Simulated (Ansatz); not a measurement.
Two isomers of C3H7NSi: A = `C=C1[SiH2]N1C`, B = `CC[SiH2]C#N`.

Calculated with Ansatz (gas phase, PBE0-D4/def2-TZVP geometries, no zero-point term in ΔE). CCSD(T)/CBS adds triple-zeta CCSD(T) − MP2 to the extrapolated MP2 energy (def2 sets, frozen cores). DFT in def2-TZVPP. B3LYP here is the variant with VWN-RPA as its local correlation; programs differ in this. Each species was taken in one conformer, which may not be the lowest.

(1) Which isomer does CCSD(T)/CBS put lower? Give the gap. (Estimate.)

(2) Give E(B) − E(A) in kJ/mol with PBE-D4, ωB97M-V, B2PLYP, r2SCAN-D4, B3LYP, PBE0-D4, CCSD(T)/def2-TZVPP. (Best estimate.)

(3) Does the order hold for the free energy at 298.15 K (harmonic terms from PBE0-D4)? (An estimate is asked.)

Largest T1 diagnostic: 0.013.

Results:

(1) Computed: B, by 192.9 kJ/mol.

(2) Ansatz gave: PBE-D4 -150.5, ωB97M-V -183.9, B2PLYP -190.6, r2SCAN-D4 -163.9, B3LYP -177.2, PBE0-D4 -156.9, CCSD(T)/def2-TZVPP -201.5. None reverses the order clearly.

(3) Ansatz gave: Yes: G(B) − G(A) = -195.8 kJ/mol, for one conformer each. Modes under 60 cm⁻¹, often nearly free rotors, make the harmonic entropy too high.

From PBE to PBE0 (25 % exact exchange), in def2-TZVPP and without D4, E(B) − E(A) moves by −6.0 kJ/mol. In def2-TZVPP, CCSD(T) changes the Hartree–Fock value by +20.7 kJ/mol (the triples alone add +4.0 kJ/mol) and MP2 by +21.6 kJ/mol.
